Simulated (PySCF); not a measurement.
AlI3, SMILES [I][Al]([I])[I].

Geometry optimised at PBE0-D3(BJ)/def2-SVP. The isomer is the one that the SMILES or the coordinates give; other isomers of the formula were not compared. The def2 effective core potentials stand for the cores of I; spin–orbit coupling is left out.

Calculation: M06-2X/def2-TZVP run with PySCF.

| Quantity | Result |
|---|---|
| total energy | -1135.50484 hartree |
| point group | D3h |
| highest occupied level | -8.88 eV |
| lowest empty level | -1.34 eV |
| orbital gap | 7.54 eV |
| dipole moment | 0.00 D |
| quadrupole, principal values (traceless, Buckingham form, about the centre of nuclear charge) | -1.11, -1.11, 2.22 D·Å |
| mean static polarisability | 120.3 bohr³ (17.82 Å³) |
| polarisability, principal values | 83.4, 138.7, 138.7 bohr³ |
